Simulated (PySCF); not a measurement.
Sn(H)(Cl)2(vinyl) (C₂H₄Cl₂Sn), SMILES C=[CH][SnH]([Cl])[Cl].

Coordinates come from a PBE0-D3(BJ)/def2-SVP optimisation. The structure was generated by enumeration; whether it is a known compound was not checked. The def2 effective core potentials stand for the cores of Sn; spin–orbit coupling is left out. Other conformers were not sampled.

Two levels are set side by side: PBE/def2-TZVP (PySCF) and PBE0/def2-TZVP (PySCF). Same geometry, gas phase. Differences are taken from unrounded values.

```
quantity                      PBE0
---------------------------  -----
orbital gap (eV)              7.18
highest occupied level (eV)  -8.64
lowest empty level (eV)      -1.46
dipole moment (D)             3.42
mean polarisability (bohr³)   85.0
```

What does PBE give, and how far is it from PBE0? (The exact figures need the calculation; the answer reports its results.)


```json
[
 {"quantity": "orbital gap (eV)", "PBE": "4.94", "PBE minus PBE0": "-2.24"},
 {"quantity": "highest occupied level (eV)", "PBE": "-7.33", "PBE minus PBE0": "1.31"},
 {"quantity": "lowest empty level (eV)", "PBE": "-2.38", "PBE minus PBE0": "-0.93"},
 {"quantity": "dipole moment (D)", "PBE": "3.29", "PBE minus PBE0": "-0.12"},
 {"quantity": "mean polarisability (bohr³)", "PBE": "87.8", "PBE minus PBE0": "2.8"}
]
```

PBE's occupied levels lie high since its potential decays too fast outside the molecule; exact exchange lowers them and widens the gap. PBE's more diffuse valence density responds more strongly to a field. Differences between two approximate levels are no errors against the true value.

Rough cost on one machine, each run with all the roots and properties that it gave: PBE0 against PBE within a factor of 2.
